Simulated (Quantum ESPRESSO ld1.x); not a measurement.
The numbers below are computed, except where a source is named.
Task: The table gives one normalised radial function P(r) = r R(r) of Hf2+ in [Xe] 4f14 5d2 (r in bohr). Level of theory: scalar-relativistic Kohn-Sham, LDA (Slater exchange, Gunnarsson-Lundqvist correlation), spin-unpolarised, spherical densities, point nucleus (ld1.x of Quantum ESPRESSO 7.5).

r              P
0.002609   0.0002
0.003508   0.0005
0.004679   0.0010
0.006291   0.0023
0.008458   0.0051
0.01128    0.0109
0.01517    0.0234
0.02039    0.0490
0.0272     0.0968
0.03656    0.1852
0.04916    0.3306
0.06557    0.5301
0.08815    0.7548
0.1185     0.8814
0.1581     0.7337
0.2125     0.1746
0.2857    -0.6715
0.3811    -1.3536
0.5124    -1.4968
0.6889    -1.0983
0.9188    -0.5646
1.235     -0.1900
1.661     -0.0393
2.215     -0.0047
2.978     -0.0002
4.004     0.0000
5.341     0.0000
7.18       0.0000

Which n and l does it have? It may be an empty orbital.

Result: n = 4, l = 2: the number of nodes gives n - l - 1 = 1, the rise at small r (about r^(l+1), flatter next to the nucleus through relativity) gives l, and the extent must fit the shell. The curve is that of 4d. 4d: eigenvalue -222.10 eV, 1 radial node at r = 0.227 bohr, <r> = 0.535 bohr, 90 % of the charge inside 0.805 bohr.
